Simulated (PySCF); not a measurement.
## [C10H10]+: g tensor and hyperfine couplings

Species: C₁₀H₁₀ (charge +1 and doublet state).
Numbering: `[CH2:1]=[C:2]([CH:3][CH2+:4])[c:5]1[cH:6][cH:7][cH:8][cH:9][cH:10]1` (hydrogens: H11, H12 on C1; H13 on C3; H14, H15 on C4; H16 on C6; H17 on C7; H18 on C8; H19 on C9; H20 on C10)

Structure used (PBE0-D3(BJ)/def2-SVP), in Å, numbered top down from 1:
```xyz
20
C10H10 angstrom
C     -1.6569   -1.9887   -0.1453
C     -1.2830   -0.6475   -0.0606
C     -2.3338    0.3437    0.0257
C     -2.1847    1.5571    0.6077
C      0.1168   -0.2778   -0.0913
C      0.5212    0.9410   -0.7042
C      1.8553    1.3050   -0.7270
C      2.8136    0.4690   -0.1406
C      2.4361   -0.7451    0.4574
C      1.1099   -1.1281    0.4645
H     -2.7120   -2.2668   -0.2179
H     -0.9188   -2.7936   -0.1668
H     -3.3258    0.0439   -0.3278
H     -1.2461    1.8611    1.0805
H     -3.0253    2.2534    0.6686
H     -0.2216    1.5573   -1.2141
H      2.1632    2.2278   -1.2224
H      3.8684    0.7538   -0.1644
H      3.1923   -1.3840    0.9177
H      0.8212   -2.0599    0.9544
```

The hyperfine couplings belong to this conformer and change with its torsions.

Level of theory: PySCF, UKS B3LYP, IGLO-III on C, pcH-1 on H, non-relativistic, mean-field spin-orbit, GIAO. Isolated species at its PBE0-D3(BJ)/def2-SVP geometry (one conformer only). The frame is twisted about the C2–C5 bond at this geometry (dihedral C3–C2–C5–C6 = -32°); couplings at other torsion angles weren't computed. No stability test was run, so a lower SCF solution isn't excluded.

| Item | Value |
| --- | --- |
| g1, g2, g3 | 2.00231, 2.00238, 2.00296 |
| g_iso | 2.00255 |
| Form of g | close to axial: the two nearest values differ by 11 % of g3 − g1 |
| ⟨S²⟩ | 0.7665 (exact 0.7500) |
| α and β electrons | 35, 34 |
| HOMO–LUMO gap, α and β orbitals | 4.62, 2.17 eV |
| Total energy | -386.90102 Eh |

Hyperfine couplings atom by atom, in MHz; T1 to T3 are the principal values of the dipolar part; ρ(0) is the spin density at the nucleus:

| atom | isotope | a_iso | T1 | T2 | T3 | Mulliken spin population | ρ(0) (bohr⁻³) |
| --- | --- | --- | --- | --- | --- | --- | --- |
| C1 | 13C | 41.0 | -44.4 | -43.9 | 88.3 | 0.56 | 0.0365 |
| C2 | 13C | -17.8 | -2.9 | -0.3 | 3.2 | -0.03 | -0.0158 |
| C3 | 13C | -2.6 | -2.8 | -0.6 | 3.4 | 0.01 | -0.0023 |
| C4 | 13C | 9.0 | -13.3 | -12.9 | 26.2 | 0.17 | 0.0080 |
| C5 | 13C | 5.1 | -11.4 | -9.9 | 21.4 | 0.14 | 0.0045 |
| C6 | 13C | 1.9 | -7.1 | -6.4 | 13.4 | 0.07 | 0.0017 |
| C7 | 13C | -7.9 | -4.5 | 1.9 | 2.5 | -0.04 | -0.0071 |
| C8 | 13C | 12.5 | -14.1 | -13.3 | 27.4 | 0.18 | 0.0111 |
| C9 | 13C | -5.8 | -2.4 | 0.7 | 1.7 | -0.02 | -0.0051 |
| C10 | 13C | 1.6 | -4.5 | -4.3 | 8.8 | 0.04 | 0.0014 |
| H11 | 1H | -34.5 | -20.7 | -2.3 | 23.0 | -0.02 | -0.0077 |
| H12 | 1H | -35.0 | -19.7 | -3.0 | 22.7 | -0.02 | -0.0078 |
| H13 | 1H | -0.4 | -3.2 | 1.1 | 2.1 | 0.00 | -0.0001 |
| H14 | 1H | -7.6 | -4.3 | -2.7 | 7.0 | -0.01 | -0.0017 |
| H15 | 1H | -10.3 | -6.5 | -1.3 | 7.8 | -0.01 | -0.0023 |
| H16 | 1H | -2.0 | -2.7 | -2.0 | 4.7 | 0.00 | -0.0004 |
| H17 | 1H | 1.8 | -1.5 | 0.2 | 1.3 | 0.00 | 0.0004 |
| H18 | 1H | -11.1 | -6.9 | -1.0 | 7.8 | -0.01 | -0.0025 |
| H19 | 1H | 0.7 | -1.5 | -0.3 | 1.8 | 0.00 | 0.0002 |
| H20 | 1H | -3.8 | -3.3 | 0.5 | 2.8 | 0.00 | -0.0009 |

The largest Mulliken spin populations are on C1 (+0.56), C8 (+0.18), C4 (+0.17) and C5 (+0.14). Three atoms exceed +0.15. The angles at C1 add up to 360.0°, so it is planar.

The SMILES `C=C([CH][CH2+])c1ccccc1` draws the unpaired electron on C3, whose computed spin population is only +0.01.

Axes: g3 points within 15° of the C1–C2 bond.

Under fast tumbling the dipolar parts average out, and these isotropic splittings remain (the largest six): 1 × 1H (H12, I = 1/2, 2 lines) with 1.25 mT, 1 × 1H (H11, I = 1/2, 2 lines) with 1.23 mT, 1 × 1H (H18, I = 1/2, 2 lines) with 0.40 mT, 1 × 1H (H15, I = 1/2, 2 lines) with 0.37 mT, 1 × 1H (H14, I = 1/2, 2 lines) with 0.27 mT and 2 × 1H (H16/H20, I = 1/2, 3 lines) with 0.10 mT.

Class means assume fast exchange of nuclei equivalent by connectivity; if that motion is slow, each nucleus keeps its own coupling. H14 and H15 aren't averaged: C4 is flat or nearly so (angle sum 360°), and its turn about the short C4–C3 bond (1.35 Å) is taken as slow.

The 13C coupling of C1 (41.0 MHz) shows only in satellite lines or after enrichment, since that isotope makes up about 1.07 % of natural carbon.
